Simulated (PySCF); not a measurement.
**Exercise with solution: chemical shift, span and skew from a shielding tensor**

Si(CCH)(H)2(Me) (C₃H₆Si), SMILES C#C[SiH2]C. Atoms are numbered in the order given.

```xyz
10

Si    -0.6121    -0.5240     0.0000
C      0.8453    -1.7038     0.0000
C     -0.0211     1.2161     0.0000
C      0.3917     2.3656     0.0000
H     -1.4611    -0.7320    -1.2113
H     -1.4611    -0.7320     1.2113
H      1.4728    -1.5484     0.8913
H      1.4728    -1.5484    -0.8913
H      0.4990    -2.7495     0.0000
H      0.7514     3.3794     0.0000
```

Geometry optimised at r2SCAN-D4/def2-SVP.

GIAO shieldings from PBE0/pcSseg-1 (PySCF), non-relativistic, no solvent. The symmetric part of the tensor of C3 has the principal values -1.5, 4.7, 290.4 ppm. The same nucleus in TMS has σ = 186.3 ppm at this level (PySCF, at its B3LYP-D3(BJ)/def2-TZVP geometry).

### Question
Work out the isotropic shielding, the ¹³C shift against TMS, the span and the skew.

### Answer

σ(iso) = (σ11 + σ22 + σ33)/3 = 97.9 ppm. δ = σ(ref) − σ(iso) = 186.3 − (97.9) = 88.4 ppm.
Span Ω = σ33 − σ11 = 291.9 ppm. Skew κ = 3(σ(iso) − σ22)/Ω = 0.96. Tumbling in solution averages the tensor to δ; in a static solid the shielding alone would spread this spin-1/2 line over Ω.
